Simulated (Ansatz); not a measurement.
The cluster Si4O4. The state is a singlet with charge 0. Geometry B3LYP-D4/def2-SVP, basis def2-TZVP, Ansatz.

```xyz
8

Si    0.1101    1.8577   -1.7247
Si   -1.2256   -0.4132    1.5584
Si    1.2195   -0.4769   -0.1555
Si   -1.1251   -0.8157   -0.8272
O    -1.1736    0.7459   -1.4857
O    -1.4991   -0.6723    3.0380
O     1.3231    1.0387   -0.8847
O     2.3706   -1.2641    0.4814
```

```
run  HOMO (eV)  LUMO (eV)
  A      -9.01      -2.80
  B      -6.60      -4.45
  C      -7.82      -3.82
  D      -6.88      -4.45
  E      -6.43      -4.27
```

Another isomer (singlet) lies 3.16 eV lower at PBE0-D4/def2-TZVP; other spin states weren't run for this one.

Q: The runs used BLYP, CAM-B3LYP, PBE, PBE0, r2SCAN. Estimate which is which.

A: A CAM-B3LYP (range-separated); B PBE (0 % exact exchange); C PBE0 (25 % exact exchange); D r2SCAN (0 % exact exchange); E BLYP (0 % exact exchange). Exact exchange lowers occupied and raises empty levels; among semilocal functionals meta-GGAs tend to open the gap a little, and such runs are hard to tell apart. The gap grows from 2.16 eV (BLYP) to 6.21 eV (CAM-B3LYP).
